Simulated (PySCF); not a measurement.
PySCF input (BP86/6-31G* (5d)):

```python
from pyscf import gto, dft

mol = gto.M(
    atom='''
    O    -0.58891700   -0.84155200   -0.85374300
    S     0.17772200   -0.17737300    0.19048800
    O     0.28230700    1.27050200    0.30006400
    H    -0.39067200   -0.59362500    1.38162700
    ''',
    basis='6-31g*',
    charge=0,
    spin=1,
    verbose=4,
)

mf = dft.UKS(mol, xc='bp86')
mf.grids.level = 3
mf.conv_tol = 1e-9
mf.max_cycle = 100
mf.max_memory = 1500
mf.kernel()
if not mf.converged:
    mf = mf.newton()
    mf.kernel(mf.make_rdm1())
mo, _, stable, _ = mf.stability(return_status=True)
if not stable:
    mf.kernel(mf.make_rdm1(mo, mf.mo_occ))
    stable = mf.stability(return_status=True)[2]
mf.dip_moment()
```

Output:

```
PySCF version 2.14.0

[INPUT] verbose = 4
[INPUT] num. atoms = 4
[INPUT] num. electrons = 33
[INPUT] charge = 0
[INPUT] spin (= nelec alpha-beta = 2S) = 1
[INPUT] symmetry False subgroup None
[INPUT] Mole.unit = angstrom
[INPUT] Symbol           X                Y                Z      unit          X                Y                Z       unit  Magmom
[INPUT]  1 O     -0.588917000000  -0.841552000000  -0.853743000000 AA   -1.112891840100  -1.590302799580  -1.613340450765 Bohr   0.0
[INPUT]  2 S      0.177722000000  -0.177373000000   0.190488000000 AA    0.335845906310  -0.335186391892   0.359970150016 Bohr   0.0
[INPUT]  3 O      0.282307000000   1.270502000000   0.300064000000 AA    0.533482913048   2.400900820712   0.567038779841 Bohr   0.0
[INPUT]  4 H     -0.390672000000  -0.593625000000   1.381627000000 AA   -0.738263084536  -1.121788670695   2.610896636304 Bohr   0.0

nuclear repulsion = 116.156555697
number of shells = 22
number of NR pGTOs = 109
number of NR cGTOs = 48
basis = 6-31g*
ecp = {}

******** <class 'pyscf.dft.uks.UKS'> ********
method = UKS
initial guess = minao
damping factor = 0
level_shift factor = 0
DIIS = <class 'pyscf.scf.diis.CDIIS'>
diis_start_cycle = 1
diis_space = 8
diis_damp = 0
SCF conv_tol = 1e-09
SCF conv_tol_grad = None
SCF max_cycles = 100
direct_scf = True
direct_scf_tol = 1e-13
number electrons alpha = 17  beta = 16
XC library pyscf.dft.libxc version 7.1.2
    S. Lehtola, C. Steigemann, M. J. T. Oliveira, and M. A. L. Marques,  SoftwareX 7, 1–5 (2018)
XC functionals = bp86
    A. D. Becke,  Phys. Rev. A 38, 3098 (1988)
    J. P. Perdew,  Phys. Rev. B 33, 8822 (1986)
    J. P. Perdew,  Phys. Rev. B 34, 7406–7406 (1986)
radial grids:
    Treutler-Ahlrichs [JCP 102, 346 (1995); DOI:10.1063/1.469408] (M4) radial grids

becke partition: Becke, JCP 88, 2547 (1988); DOI:10.1063/1.454033
pruning grids: <function nwchem_prune>
grids dens level: 3
symmetrized grids: False
atomic radii adjust function: <function treutler_atomic_radii_adjust>
small_rho_cutoff = 0
Set gradient conv threshold to 3.16228e-05
tot grids = 56856
init E= -549.864728273858
  alpha nocc = 17  HOMO = -0.246155059132925  LUMO = -0.0302698285736627
  beta  nocc = 16  HOMO = -0.397062156561438  LUMO = -0.246155059132926

WARN: HOMO -0.246155059132925 >= LUMO -0.246155059132926

cycle= 1 E= -548.884679632092  delta_E= 0.98  |g|= 0.814  |ddm|= 1.87
  alpha nocc = 17  HOMO = -0.12478114488539  LUMO = 0.0169181820641358
  beta  nocc = 16  HOMO = -0.131212935675952  LUMO = -0.105902604130174
  HOMO = -0.124781144885  LUMO = -0.10590260413  gap/eV = 0.51371
cycle= 2 E= -547.05046308519  delta_E= 1.83  |g|= 2.16  |ddm|= 3.24
  alpha nocc = 17  HOMO = -0.214229198443502  LUMO = 0.0160782088472029
  beta  nocc = 16  HOMO = -0.292818493593042  LUMO = -0.1775026834284
  HOMO = -0.214229198444  LUMO = -0.177502683428  gap/eV = 0.99938
cycle= 3 E= -549.155229226757  delta_E= -2.1  |g|= 0.0669  |ddm|= 2.76
  alpha nocc = 17  HOMO = -0.232125145805446  LUMO = 0.0041994047374585
  beta  nocc = 16  HOMO = -0.295073979962009  LUMO = -0.191999688914825
  HOMO = -0.232125145805  LUMO = -0.191999688915  gap/eV = 1.09187
cycle= 4 E= -549.156961848381  delta_E= -0.00173  |g|= 0.0465  |ddm|= 0.192
  alpha nocc = 17  HOMO = -0.22767781785339  LUMO = 0.00814729219078725
  beta  nocc = 16  HOMO = -0.294683097353164  LUMO = -0.186844118650523
  HOMO = -0.227677817853  LUMO = -0.186844118651  gap/eV = 1.11114
cycle= 5 E= -549.158279897305  delta_E= -0.00132  |g|= 0.00802  |ddm|= 0.0694
  alpha nocc = 17  HOMO = -0.227093063488812  LUMO = 0.00916040994286682
  beta  nocc = 16  HOMO = -0.294315523856799  LUMO = -0.185908161852129
  HOMO = -0.227093063489  LUMO = -0.185908161852  gap/eV = 1.12070
cycle= 6 E= -549.158309011459  delta_E= -2.91e-05  |g|= 0.00241  |ddm|= 0.00936
  alpha nocc = 17  HOMO = -0.227666326171947  LUMO = 0.00859161644387418
  beta  nocc = 16  HOMO = -0.29489384492564  LUMO = -0.186331148113
  HOMO = -0.227666326172  LUMO = -0.186331148113  gap/eV = 1.12479
cycle= 7 E= -549.158311919267  delta_E= -2.91e-06  |g|= 0.000806  |ddm|= 0.00513
  alpha nocc = 17  HOMO = -0.227616460671526  LUMO = 0.00862769723711843
  beta  nocc = 16  HOMO = -0.29478486248533  LUMO = -0.186257291497595
  HOMO = -0.227616460672  LUMO = -0.186257291498  gap/eV = 1.12544
cycle= 8 E= -549.158311879124  delta_E= 4.01e-08  |g|= 0.00103  |ddm|= 0.00183
  alpha nocc = 17  HOMO = -0.227607641928462  LUMO = 0.00863505381965135
  beta  nocc = 16  HOMO = -0.294765062644765  LUMO = -0.186244433183713
  HOMO = -0.227607641928  LUMO = -0.186244433184  gap/eV = 1.12555
cycle= 9 E= -549.158312321872  delta_E= -4.43e-07  |g|= 0.000175  |ddm|= 0.000989
  alpha nocc = 17  HOMO = -0.227608531010831  LUMO = 0.00863495986759366
  beta  nocc = 16  HOMO = -0.294758527016555  LUMO = -0.186243807525011
  HOMO = -0.227608531011  LUMO = -0.186243807525  gap/eV = 1.12559
cycle= 10 E= -549.158312336423  delta_E= -1.46e-08  |g|= 2.6e-05  |ddm|= 0.000212
  alpha nocc = 17  HOMO = -0.227607884959068  LUMO = 0.00863535683100336
  beta  nocc = 16  HOMO = -0.294756646569648  LUMO = -0.186241092626199
  HOMO = -0.227607884959  LUMO = -0.186241092626  gap/eV = 1.12565
cycle= 11 E= -549.158312336867  delta_E= -4.44e-10  |g|= 4.45e-06  |ddm|= 4.75e-05
  alpha nocc = 17  HOMO = -0.22760917084821  LUMO = 0.0086345526255629
  beta  nocc = 16  HOMO = -0.294758086868599  LUMO = -0.186242242548618
  HOMO = -0.227609170848  LUMO = -0.186242242549  gap/eV = 1.12565
Extra cycle  E= -549.158312336848  delta_E= 1.89e-11  |g|= 8.36e-06  |ddm|= 1.27e-05
converged SCF energy = -549.158312336848  <S^2> = 0.75197843  2S+1 = 2.0019775
uhf_internal: lowest eigs of H = [0.43503827 0.46026061 0.46786832]
<class 'pyscf.dft.uks.UKS'> wavefunction is stable in the internal stability analysis
Dipole moment(X, Y, Z, Debye):  0.39185, -1.23968,  1.97339
```

The geometry given is a B3LYP-D3(BJ)/def2-TZVP minimum.
